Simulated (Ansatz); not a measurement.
ClF2HOZr (`[OH][Zr]([F])([F])[Cl]`). The species carries charge 0 and has multiplicity 1. Zr: def2 effective core potential. All single points use the PBE0-D4/def2-TZVP geometry. It is one conformer, not always the lowest.

```xyz
6

O    -0.918   -0.879    0.692
Zr    0.214    0.294   -0.267
F     0.252   -0.224   -2.091
F    -0.471    2.059   -0.150
Cl    2.391    0.226    0.625
H    -1.468   -1.477    1.191
```

**Question.** What is the dipole moment at PBE/def2-TZVPP? (An estimate is asked.)

**Answer.** Computed: 2.75 D, with components (-1.85, -1.63, 1.23) D in this frame, pointing from negative to positive charge.

**Question.** And with r2SCAN, B3LYP, ωB97M-V? (Best estimate.)

**Answer.** Ansatz gave: r2SCAN 2.80 D, B3LYP 2.79 D, ωB97M-V 2.82 D.

**Question.** Give the Mulliken charges with PBE, B3LYP, r2SCAN in def2-TZVPP. (Best estimate.)

**Answer.** The calculation gave: 
```
atom    PBE  B3LYP  r2SCAN
  O1  -0.47  -0.52   -0.53
 Zr2   1.25   1.41    1.41
  F3  -0.34  -0.39   -0.38
  F4  -0.34  -0.39   -0.38
 Cl5  -0.30  -0.32   -0.33
  H6   0.20   0.20    0.21
```

B3LYP here is the variant with VWN-RPA as its local correlation; programs differ in this.
